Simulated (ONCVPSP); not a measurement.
## Building the ONCV potential for silver (Ag) (LDA (Perdew-Wang 92), scalar-relativistic).

| Item | Value |
| --- | --- |
| Element | Ag |
| Generator | ONCVPSP 4.0.1 |
| Type | optimised norm-conserving Vanderbilt (ONCV) |
| Functional | LDA (Perdew-Wang 92) |
| Relativity | scalar-relativistic |
| Frozen core | [Ar] 3d10 |
| Valence charge | 19 |
| Reference configuration | 4s2 4p6 4d9 5s2 |
| Partial waves | 4s+5s: rc 1.30 bohr, ncon 4, nbas 7, qcut 9.9 1/bohr, 2 projectors; 4p: rc 1.25 bohr, ncon 4, nbas 8, qcut 10 1/bohr, 2 projectors, debl 3.8 Ha; 4d: rc 1.80 bohr, ncon 4, nbas 9, qcut 8.3 1/bohr, 2 projectors, debl 2.1 Ha |
| Local potential | polynomial inside 0.80 bohr (lpopt 4, dvloc0 0 Ha) |
| Core correction | none |

All-electron outer shells of the reference configuration (LDA (PZ), scalar-relativistic, ld1.x):

| shell | level (eV) | outermost node (bohr) | outermost maximum (bohr) |
| --- | --- | --- | --- |
| 3d | -363.32 | – | 0.27 |
| 4s | -99.14 | 0.44 | 0.82 |
| 4p | -62.58 | 0.44 | 0.87 |
| 4d | -10.87 | 0.43 | 1.03 |
| 5s | -5.84 | 1.10 | 2.40 |

Calculated quality:

```json
{"Cutoffs needed": "37 Ha and 44 Ha (the cutoffs (Ha) at which the residual kinetic energy of the hardest occupied pseudo-wave falls to 1 and 0.1 mHa per electron)", "Ghost test": "no bound ghost flagged; GHOST(+) flagged for s at 265.9 eV", "Largest excitation error": "+9.1 meV (all-electron minus pseudo) for 4s2 4p6 4d10 5s0, out of 4 test configurations"}
```

Generation and tests took about 3.1 s on one core of a shared server CPU.
